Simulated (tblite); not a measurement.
Species: C3H9NSi.
Geometry (GFN2-xTB, Å), atoms numbered from 1 in this order:
```xyz
14
C3H9NSi angstrom
C      2.1999   -0.7102    0.2837
C      1.3139    0.4286   -0.2169
C     -0.0917    0.2737    0.2660
N     -1.0720    0.3260   -0.5070
Si    -2.7733    0.1957   -0.3201
H      2.1921   -0.7525    1.3712
H      1.8443   -1.6632   -0.1008
H      3.2246   -0.5649   -0.0484
H      1.3166    0.4721   -1.3065
H      1.6981    1.3783    0.1681
H     -0.1841    0.1079    1.3501
H     -3.2676    1.4793   -0.8123
H     -3.2774   -0.0456    1.0394
H     -3.1240   -0.9255   -1.1886
```

Level: GFN2-xTB in tblite, geometry and Hessian alike; calculated harmonic values, unscaled, isolated species. This tight-binding method is rough: wavenumbers can miss measured ones by several per cent, in bad cases by 10 to 20. Modes of hydrogen on silicon can be 10 to 20 % off. One conformer, not necessarily the lowest.

Harmonic wavenumbers (cm⁻¹): 57.4, 122.6, 148.8, 164.0, 223.0, 356.5, 399.3, 554.6, 603.9, 753.9, 762.4, 798.8, 810.1, 864.0, 867.6, 951.5, 1066.0, 1084.4, 1139.1, 1222.2, 1291.2, 1359.4, 1408.6, 1456.9, 1498.5, 1503.1, 1772.8, 2191.1, 2276.2, 2278.8, 2798.9, 2946.4, 3005.7, 3031.4, 3040.4, 3044.9.

A = 17562, B = 1434, C = 1404 MHz; mass 87.050 u (most abundant isotopes); point group C1, symmetry number 1.

**Question.** What is the zero-point energy?

**Answer.** Half the sum of the wavenumbers: 23927 cm⁻¹ = 68.41 kcal/mol.

**Question.** Give the ideal-gas entropy at 500 K and 1 bar in the rigid-rotor, harmonic-oscillator model (classical rotation).

**Answer.** Translation 41.90, rotation 28.15, vibration 33.28: S = 103.3 cal/(mol K).

**Question.** And Cp and H(500 K) − H(0)?

**Answer.** Cp = 41.23 cal/(mol K), of which vibrations give 33.28 (their classical limit is 36 R = 71.5); H(500 K) − H(0) = 12.58 kcal/mol without the zero-point energy, 8.61 from vibrations.

**Question.** Which modes carry the vibrational entropy at 500 K?

**Answer.** 57.4 cm⁻¹: 5.57; 122.6 cm⁻¹: 4.07; 148.8 cm⁻¹: 3.69; 164.0 cm⁻¹: 3.50; 223.0 cm⁻¹: 2.90; 356.5 cm⁻¹: 2.02 cal/(mol K); the other 30 give 11.53 together.

**Question.** Blend soft modes into free rotors: weight 1/[1 + (100 cm⁻¹/ν̃)⁴] for the oscillator and the rest for a rotor with moment μB/(μ + B), μ = h/(8π²ν), B = 10⁻⁴⁴ kg m². What vibrational entropy results?

**Answer.** 31.31 cal/(mol K) in place of 33.28, which changes −T·S at 500 K by +0.98 kcal/mol.

Hindered rotation and anharmonicity are outside this model. Other conformers, if any are populated, would add a mixing term that is left out. The structure is chiral; the term R ln 2 for an equal mix with its mirror image is left out.

The run took 0.86 s of wall time on Intel Xeon at 2.50 GHz, one thread, shared host. This covers the Hessian and the dipole derivatives.
